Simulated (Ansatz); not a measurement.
B2HIOZn (`I[B]1O[BH][Zn]1`), relaxed with RKS PBE0-D4/def2-TZVP in Ansatz 0.2.0 from a GFN2-xTB geometry. The force threshold is 0.005 eV/Å; the program also tests the step.

Charge 0, multiplicity 1. I: def2 effective core potential.

Start:

```xyz
6

I     2.710   -0.214   -1.322
B     1.001   -0.516   -0.074
O    -0.038    0.309   -0.276
B    -1.224    0.422    0.288
Zn   -0.479   -1.250    1.461
H    -1.969    1.250   -0.078
```

(1) By how much does the energy fall, and how many steps does the optimiser take? (Estimate.)

(2) Which bonds change most? (An estimate is asked.)

(3) Give the relaxed structure. (Estimate.)

Results:

(1) Ansatz gave: 4.91 kcal/mol, in 7 steps, 1 of them rejected.

(2) The calculation gave: B2–Zn5 from 2.255 to 2.143 Å; O3–B4 from 1.319 to 1.382 Å; B2–O3 from 1.342 to 1.392 Å; B4–Zn5 from 2.174 to 2.140 Å.

(3) Ansatz gave: 
```xyz
6

I     2.770   -0.351   -1.228
B     0.975   -0.477   -0.095
O    -0.044    0.426   -0.382
B    -1.242    0.412    0.307
Zn   -0.383   -1.225    1.384
H    -2.077    1.215    0.014
```
